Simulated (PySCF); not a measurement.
PbBr⁺ at PBE0

Computed with PBE0; Pb def2-SVP with ECP60, Br def2-SVP; scalar-relativistic core potentials (PySCF 2.14).

```
state                                                                                                              : ¹Σ⁺ (singlet), closed shell
bond length                                                                                                        : 2.517 Å
harmonic wavenumber                                                                                                : 261 cm⁻¹
force constant                                                                                                     : 2.30 mdyn/Å
rotational constant Be                                                                                             : 0.04650 cm⁻¹
anharmonicity ωexe                                                                                                 : 0.425 cm⁻¹
vibration–rotation constant αe                                                                                     : 0.000107 cm⁻¹
HOMO–LUMO gap                                                                                                      : 5.11 eV
bond order (Mayer)                                                                                                 : 1.47
dipole moment (positive dipole points towards Br; it is taken about the centre of mass and depends on that origin) : -3.66 D
```

These are scalar-relativistic numbers at best; spin–orbit coupling would shift them, the dissociation energy most.
